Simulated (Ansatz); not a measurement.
CH7ClSi2 (`C[SiH2][SiH2]Cl`), charge 0, multiplicity 1.

Give a relaxed structure at PBE0-D4/def2-TZVP (Ansatz 0.2.0). (Best estimate.)

Ansatz gave: 
Z-matrix (Å, degrees):
```
C
Si 1 1.876
H 1 1.092 2 111.0
H 1 1.092 2 110.4 3 -119.8
H 1 1.092 2 111.0 3 120.4
Si 2 2.341 1 111.4 3 -60.3
H 2 1.489 1 110.7 3 179.7
H 2 1.489 1 110.7 3 59.8
Cl 6 2.067 2 109.0 1 -179.7
H 6 1.487 2 112.2 1 -60.7
H 6 1.487 2 112.3 1 61.4
```
Point group Cs.
This is one stationary point; other conformers may exist.
